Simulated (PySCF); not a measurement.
HfF2, SMILES [F][Hf][F] (connectivity only; charge and spin as stated), neutral, multiplicity 3.

Geometry optimised at PBE0-D3(BJ)/def2-TZVP. The multiplicity is an assumed one; other spin states were not compared. The def2 effective core potentials stand for the cores of Hf; spin–orbit coupling is left out.

Level of theory: TDA-PBE/def2-TZVPD in PySCF.

Vertical excitations. Gas-phase values at a fixed geometry.

Computed UV-visible absorptions:
```
state    energy (eV)  λ (nm)      f                                main pairs
-------  -----------  ------  -----  ----------------------------------------
root 1          0.35    3541  0.000                         α HOMO→LUMO 100 %
root 2          1.90     651  0.009                        α HOMO−1→LUMO 98 %
root 3          1.92     646  0.001                       α HOMO→LUMO+1 100 %
root 4          2.12     584  0.000                       α HOMO→LUMO+2 100 %
root 5          2.59     478  0.035                        α HOMO→LUMO+3 97 %
root 6          2.77     448  0.020                        α HOMO→LUMO+4 98 %
root 7          3.12     397  0.000                     α HOMO−1→LUMO+1 100 %
root 8          3.44     360  0.037                     α HOMO−1→LUMO+2 100 %
root 9          4.05     306  0.141  α HOMO→LUMO+5 66 %, α HOMO−1→LUMO+3 33 %
root 10         4.07     305  0.000                       α HOMO→LUMO+6 100 %
```
Unrestricted roots are not spin-pure.
